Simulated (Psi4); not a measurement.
disilylmethane (CH8Si2), singlet, geometry from GFN2-xTB. Base run: HF/def2-SV(P) in Psi4.

The Psi4 input:
```
memory 2 GB

molecule mol {
0 1
  Si    1.469501    0.675243   -0.004315
  C     0.249959   -0.773362   -0.140745
  Si   -1.582865   -0.324499    0.068147
  H     2.839701    0.182994   -0.185178
  H     1.181014    1.668952   -1.040543
  H     1.358676    1.297376    1.316715
  H     0.513805   -1.524899    0.604684
  H     0.384534   -1.254531   -1.110514
  H    -1.982528    0.632796   -0.965442
  H    -1.804865    0.261220    1.391816
  H    -2.402995   -1.534148   -0.060719
}

set basis def2-sv(p)
set reference rhf
set stability_analysis check
set scf_type pk

energy('scf')
print_variables()
```

The bond that is stretched is that between atoms 10 and 3. A test that says stable can miss a lower solution.

Variants of this job, named by their change:

```tsv
change	ΔE vs base (eV)	<S^2>
base	0.00	0.000
stability_analysis = follow; reference = uhf	0.00	0.000
bond × 1.25	0.73	0.000
stability_analysis = follow; reference = uhf; bond × 1.25	0.73	0.000
bond × 1.5	2.07	0.000
stability_analysis = follow; reference = uhf; bond × 1.5	2.06	0.058
bond × 1.8	3.56	0.000
stability_analysis = follow; reference = uhf; bond × 1.8	2.92	0.697
bond × 2.2	5.15	0.000
stability_analysis = follow; reference = uhf; bond × 2.2	3.20	0.935
bond × 3.0	7.12	0.000
stability_analysis = follow; reference = uhf; bond × 3.0	3.27	1.000
```

Psi4 reported an instability in these rows: stability_analysis = follow; reference = uhf; bond × 1.5; stability_analysis = follow; reference = uhf; bond × 1.8; stability_analysis = follow; reference = uhf; bond × 2.2; stability_analysis = follow; reference = uhf; bond × 3.0 (restricted rows aren't judged here).

Where a bond breaks into two radicals, a solution with restricted orbitals usually stops being the lowest and lies too high; an unrestricted one lies lower at the price of spin contamination, which <S^2> shows.
